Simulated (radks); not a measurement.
Species: the arsenic ion As7+. Configuration: [Ne] 3s1 3p6 3d8 4d1 (not the ground configuration). All-electron calculation, scalar-relativistic Kohn-Sham, BLYP, spin-polarised, spherical densities, point nucleus; open shells are filled with parallel spins first. Program: a radial shooting solver on a logarithmic mesh with Libxc functionals.

Local quantities along the radius. ELF = 1/(1 + alpha^2) is the electron localisation function; alpha = (tau - tau_W)/tau_unif compares the Pauli kinetic energy density with that of the uniform gas (summed over spins). tau is taken from the large components.

```
   r/bohr * ELF (the largest magnitude, 1, reaches the edge; | marks zero)
 0.001523 |                                                      *
 0.001983 |                                                      *
 0.002562 |                                                      *
 0.003336 |                                                      *
 0.004309 |                                                      *
  0.00561 |                                                      *
 0.007306 |                                                      *
 0.009437 |                                                      *
  0.01229 |                                                      *
  0.01587 |                                                      *
  0.02067 |                                                      *
  0.02691 |                                                     *
  0.03477 |                                                 *
  0.04527 |                                    *
  0.05848 |                    *
  0.07614 |                *
  0.09915 |                           *
   0.1281 |                                       *
   0.1668 |                                          *
   0.2154 |                               *
   0.2805 |              *
   0.3653 |                    *
   0.4718 |                                    *
   0.6144 |                                        *
   0.7936 |                                 *
    1.033 |           *
    1.346 | *
    1.738 |   *
    2.263 |  *
    2.924 |*
    3.807 *
    4.957 *
```

On this mesh the ELF has minima near r = 0.067, 0.32 bohr, which separate the shells, and maxima near 0.15 (0.78), 0.61 (0.74).
